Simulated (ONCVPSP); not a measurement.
# u(r) = r·R(r): atom against pseudo-atom (strontium)

Columns: radius, all-electron u(r) and pseudo u(r) of the 4p shell (level -22.54 eV) of strontium in the configuration [Ar] 3d10 4s2 4p6 5s2; BLYP, scalar-relativistic, ONCV scheme, ONCVPSP 4.0.1.

```tsv
r (bohr)	all-electron	pseudo
0.093	0.2752	0.0063
0.185	-0.0168	0.0258
0.278	-0.3450	0.0607
0.370	-0.4414	0.1124
0.463	-0.3430	0.1832
0.555	-0.1441	0.2702
0.648	0.0883	0.3716
0.740	0.3075	0.4788
0.833	0.4972	0.5864
0.925	0.6461	0.6841
1.018	0.7569	0.7671
1.110	0.8308	0.8290
1.203	0.8740	0.8691
1.295	0.8913	0.8871
1.388	0.8881	0.8856
1.480	0.8694	0.8683
1.573	0.8390	0.8386
1.665	0.8009	0.8008
1.758	0.7572	0.7571
1.850	0.7110	0.7109
1.943	0.6629	0.6629
2.035	0.6154	0.6153
2.128	0.5682	0.5682
2.220	0.5232	0.5232
2.313	0.4798	0.4797
2.405	0.4391	0.4391
```

Q: How many radial nodes do the two functions have?

A: The all-electron 4p function has n − l − 1 = 2; the pseudo-wave has 0, since the states of the same l below it are removed with the core.

Q: At about which radius was the pseudo-wave matched?

A: 1.80 bohr. The columns agree to 0.0005 from 1.57 bohr on; several derivatives are matched, so the curves merge somewhat inside the radius.

Q: Is the pseudo-wave norm-conserving?

A: Yes: the ONCV scheme keeps the norm inside the radius equal to the all-electron one, which fixes the energy derivative of the logarithmic derivative at the level.
